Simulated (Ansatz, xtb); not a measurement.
**Isomers of F2GeH4Si in order of energy**

3 gas-phase structures of F2GeH4Si, found in a search over its isomers (lower ones may exist). Each was relaxed with GFN2-xTB; where two conformers were screened, the lower at r2SCAN-D4/def2-SVP is listed:

A. `F[SiH](F)[GeH3]`, a singlet
B. `[F][GeH]([F])[SiH3]`, a singlet
C. `F[SiH2][GeH2][F]`, a singlet

Make a reasoned guess at their ranking by r2SCAN-D4/def2-SVP single-point energy.

Calculated order at r2SCAN-D4/def2-SVP: A (0.000), C (0.979), B (1.255) eV.

Energies above the lowest of each column, in eV; the last columns are at PBE0-D3(BJ)/def2-SVP geometries and were run for some of them only (a dash: not run or not comparable):

```csv
structure,GFN2-xTB,HF/STO-3G,r2SCAN-D4/def2-SVP,PBE0-D3(BJ)/def2-SVP,CCSD(T)/def2-SVP + ΔMP2/def2-TZVPP
A,0.000,0.000,0.000,0.000,0.000
C,0.302,0.839,0.979,0.938,1.057
B,0.511,1.251,1.255,–,–
```

Every level run on A puts it lowest or level with the lowest. Flexible structures stand in one conformer each, not always the lowest. Frequencies (PBE0-D3(BJ)/def2-SVP) were run for A, C alone. ΔMP2 is the change of the MP2 energy from the smaller to the larger basis.

Programs: Ansatz 0.2.0, xtb 6.7.1.
